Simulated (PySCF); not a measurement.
Cartesian coordinates (Å):
```xyz
5

Sn     0.0000     0.0000     0.0000
H      1.2912    -1.1273    -0.0944
H      0.6196     1.5938    -0.1515
H     -1.1175    -0.3024    -1.2675
H     -0.7933    -0.1640     1.5135
```
Charge 0, spin multiplicity 1.

**Question.** Estimate the dipole moment, LUMO, HOMO–LUMO gap, HOMO and total energy that PBE-D3(BJ)/def2-TZVP // B3LYP-D3(BJ)/def2-SVP run with PySCF returns for this input.

**Answer.** 
```yaml
dipole_moment: 0.00 D
LUMO: -0.40 eV
HOMO–LUMO gap: 7.52 eV
HOMO: -7.92 eV
total_energy: -216.6499 Ha
```
